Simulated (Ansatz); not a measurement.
**Relative stability**

The two ends of one reaction step of SiN2H8F2, singlet (PBE0-D4/def2-TZVP).

A:

```
13
angstrom
Si -0.5500 0.4365 -0.4604
N -0.1340 -1.3080 0.3426
H -1.3648 -0.3660 -1.4737
H -1.6839 1.0303 0.3002
N 0.4609 1.1069 -1.6597
H 0.7183 0.4059 2.1151
F 0.5718 1.0323 0.7573
H 0.1225 -1.2637 1.3341
F 0.7316 -0.2623 2.8037
H -0.9222 -1.9324 0.2095
H 0.6533 -1.6961 -0.1711
H 0.2260 1.0244 -2.6327
H 1.1704 1.7924 -1.4649
```

B:

```json
{"atom": "Si1", "x (Å)": "-0.9370", "y (Å)": "-0.0596", "z (Å)": "-0.8777"}
{"atom": "N2", "x (Å)": "-0.3631", "y (Å)": "-1.3789", "z (Å)": "0.1689"}
{"atom": "H3", "x (Å)": "-1.4548", "y (Å)": "-0.5803", "z (Å)": "-2.1691"}
{"atom": "H4", "x (Å)": "-2.0426", "y (Å)": "0.5147", "z (Å)": "-0.0702"}
{"atom": "N5", "x (Å)": "0.3682", "y (Å)": "0.9528", "z (Å)": "-1.2233"}
{"atom": "H6", "x (Å)": "1.2342", "y (Å)": "1.0512", "z (Å)": "1.7557"}
{"atom": "F7", "x (Å)": "1.3924", "y (Å)": "1.9087", "z (Å)": "1.3722"}
{"atom": "H8", "x (Å)": "0.3483", "y (Å)": "-0.8124", "z (Å)": "1.3339"}
{"atom": "F9", "x (Å)": "0.8391", "y (Å)": "-0.3923", "z (Å)": "2.1196"}
{"atom": "H10", "x (Å)": "-1.1071", "y (Å)": "-1.9548", "z (Å)": "0.5493"}
{"atom": "H11", "x (Å)": "0.3080", "y (Å)": "-1.9910", "z (Å)": "-0.2832"}
{"atom": "H12", "x (Å)": "0.5864", "y (Å)": "1.2324", "z (Å)": "-2.1627"}
{"atom": "H13", "x (Å)": "0.8281", "y (Å)": "1.5095", "z (Å)": "-0.5135"}
```

Program: Ansatz 0.2.0. Basis: def2-TZVPP. Cores are frozen in the correlated methods. B3LYP uses VWN-RPA correlation.

**Question.** Which structure is lower at CCSD(T), and by how much? (An estimate is asked for; the value comes from the calculation.)

**Answer.** By the calculation: A, by 5.20 kcal/mol (electronic energy, against the other). By their contacts, A is a complex of SiN₂H₇F ([NH2][SiH2]([NH3])[F]) + HF and B is a complex of SiN₂H₆ ([NH2][SiH2][NH2]) + HF + HF.

All methods give the same order:

```json
{"method": "SPW92", "E(B) − E(A) (kcal/mol)": "5.16"}
{"method": "PBE-D4", "E(B) − E(A) (kcal/mol)": "3.02"}
{"method": "BLYP-D4", "E(B) − E(A) (kcal/mol)": "1.95"}
{"method": "r2SCAN-D4", "E(B) − E(A) (kcal/mol)": "5.57"}
{"method": "B97M-V", "E(B) − E(A) (kcal/mol)": "8.14"}
{"method": "PBE0-D4", "E(B) − E(A) (kcal/mol)": "4.09"}
{"method": "B3LYP-D4", "E(B) − E(A) (kcal/mol)": "3.01"}
{"method": "r2SCAN0-D4", "E(B) − E(A) (kcal/mol)": "5.79"}
{"method": "BHLYP-D4", "E(B) − E(A) (kcal/mol)": "4.67"}
{"method": "CAM-B3LYP-D4", "E(B) − E(A) (kcal/mol)": "4.08"}
{"method": "wB97X-V", "E(B) − E(A) (kcal/mol)": "5.33"}
{"method": "wB97M-V", "E(B) − E(A) (kcal/mol)": "6.21"}
{"method": "B2PLYP", "E(B) − E(A) (kcal/mol)": "3.86"}
{"method": "PBE-QIDH", "E(B) − E(A) (kcal/mol)": "5.26"}
{"method": "RPA on PBE", "E(B) − E(A) (kcal/mol)": "5.12"}
{"method": "HF", "E(B) − E(A) (kcal/mol)": "4.25"}
{"method": "MP2", "E(B) − E(A) (kcal/mol)": "4.67"}
{"method": "CCSD", "E(B) − E(A) (kcal/mol)": "5.24"}
{"method": "CCSD(T)", "E(B) − E(A) (kcal/mol)": "5.20"}
```

The T1 diagnostic stays at or below 0.011.

Labels in which every atom is bracketed show which atoms are joined, not bond orders.

For scale, one of the runs: CCSD(T)/def2-TZVPP, 278 basis functions, launched by `ansatz run in.yaml --threads 8 --pin off --events-out ev --progress --plain --max-ram 19148MiB`. The run took 4.1 min on 8 CPU threads of an Intel Xeon (shared host), with 8.3 GiB of host memory at its peak.
